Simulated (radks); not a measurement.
Task: Species: Be. Configuration: [He] 2s2. Method: non-relativistic Kohn-Sham, PBE, spin-polarised, spherical densities, point nucleus; hard spherical wall at 7 bohr; computed with a radial shooting solver on a logarithmic mesh with Libxc functionals. Some entries of the table are withheld. Estimate them.

orbital  occ.  eigenvalue (hartree)  <r> (bohr)  r(max) (bohr)
1s          2              -3.88657      0.4210         0.2662
2s          2                   (1)         (2)          2.044
2p          0              -0.05663       2.746          2.242
3s          0               0.19333       4.086          4.835
3d          0               0.20007       4.140          4.245

Result: 
(1) 2s eigenvalue (hartree): -0.19564
(2) 2s <r> (bohr): 2.520
